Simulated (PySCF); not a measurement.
# Electric field gradients and quadrupole coupling constants

(HMg-mu-Cl)2.
Geometry (PBE0-D3(BJ)/def2-SVP, Å), atoms numbered from 1 in this order:
```xyz
6
Cl2H2Mg2 angstrom
Mg    -1.074    0.112    1.304
H     -2.139    0.224    2.610
Cl     0.608   -1.460    0.625
Mg     1.073   -0.114   -1.304
H      2.143   -0.217   -2.607
Cl    -0.611    1.455   -0.628
```

Field gradients from the PBE0/pcSseg-1 density (PySCF, non-relativistic), principal values in atomic units, ordered |Vxx| ≤ |Vyy| ≤ |Vzz|:

```
atom     Vxx     Vyy      Vzz
 Cl3  0.1254  0.5177  -0.6430
 Cl6  0.1260  0.5161  -0.6421
```

Question: Find the asymmetry η = (Vxx − Vyy)/Vzz and the couplings χ = eQV/h (234.96 MHz × Q in barn × V in au), with Q(35Cl) = −0.0817 b.

Answer: 
```csv
atom,environment,nucleus,η,χzz (MHz),χxx (MHz),χyy (MHz)
Cl3,chlorine bonded to 2 Mg,35Cl,0.61,12.34,-2.41,-9.94
Cl6,chlorine bonded to 2 Mg,35Cl,0.61,12.33,-2.42,-9.91
```

The tensor is traceless: Vxx + Vyy + Vzz = 0.

Question: What is Vzz at Cl3 in SI units (1 au = 9.71736 × 10²¹ V/m²)?

Answer: -0.6430 au = -6.249 × 10²¹ V/m².

Question: And the gradient at the other heavy atoms, for which no coupling is worked out here?

Answer: 
```tsv
atom	environment	Vzz (au)	η
Mg1	magnesium bonded to 2 Cl and H	-0.663	0.59
Mg4	magnesium bonded to 2 Cl and H	-0.662	0.59
```

Question: What couplings would deuterons (Q(2H) = 0.00286 b) have in place of the hydrogens, at this geometry?

Answer: 
```tsv
atom	bonded to	bond length (Å)	Vzz (au)	η	χzz (kHz)
H2	Mg1	1.689	0.0893	0.02	60
H5	Mg4	1.689	0.0893	0.02	60
```

Geometry: PBE0-D3(BJ)/def2-SVP, one conformer, isolated molecule. The basis is small and wasn't made for field gradients, so the couplings can be 20 % off.
